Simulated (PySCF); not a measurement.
Cartesian coordinates in Å; atom numbers follow the order of the lines, from 1:
```xyz
18

N     4.604    1.589   -1.026
C     3.796    0.803   -0.824
C     2.767   -0.149   -0.574
Si    1.099    0.749   -0.363
O     0.122   -0.520   -0.086
C    -1.217   -0.544    0.089
C    -2.221   -1.568   -0.320
C    -2.393   -0.129   -0.725
C    -2.170    0.464    0.638
H     2.727   -0.850   -1.410
H     3.017   -0.710    0.327
H     1.127    1.662    0.780
H     0.728    1.474   -1.580
H    -1.928   -2.271   -1.089
H    -2.881   -1.989    0.431
H    -2.533    0.325   -1.681
H    -1.824    1.489    0.685
H    -2.829    0.183    1.453
```

A single conformation, gas phase, fast rotation and ring inversion assumed for equivalent nuclei, non-relativistic. NMR shieldings at PBE0/pcSseg-1/GIAO; coordinates at the GFN2-xTB level; PySCF 2.14.

**Question.** List the cross peaks expected in HSQC, COSY and HMBC spectra.

**Answer.** 

HSQC (one-bond C–H):
```csv
δH,δC
1.97 (H16),3.9 (C8)
1.95 (H14/H17),35.4 (C7/C9)
1.95 (H10/H11),0.4 (C3)
0.84 (H15/H18),35.4 (C7/C9)
```

COSY cross peaks (H two or three bonds apart, from the bond graph; peaks can be absent where the dihedral angle is near 90°):
```csv
δH,δH
4.88 (H12/H13),1.95 (H10/H11)
1.97 (H16),1.95 (H14/H17)
1.97 (H16),0.84 (H15/H18)
1.95 (H14/H17),0.84 (H15/H18)
```

HMBC (two and three bonds, from the bond graph):
```csv
δH,δC
4.88 (H12/H13),"119.6 (C2), 53.9 (C6), 0.4 (C3)"
1.97 (H16),"53.9 (C6), 35.4 (C7/C9)"
1.95 (H14/H17),"53.9 (C6), 35.4 (C7/C9), 3.9 (C8)"
1.95 (H10/H11),119.6 (C2)
0.84 (H15/H18),"53.9 (C6), 35.4 (C7/C9), 3.9 (C8)"
```

Scale: ¹H and ¹³C vs TMS (reference shieldings calculated alike).

Shifts are as computed. Against solution values, carbons near 30 ppm lie about +3 ppm off and those near 130 ppm about +5 ppm. Of 1309 compounds with measured shifts, 239 miss one by over three times the rms of a fit or turn the order of signals round; such compounds aren't used in these exercises.
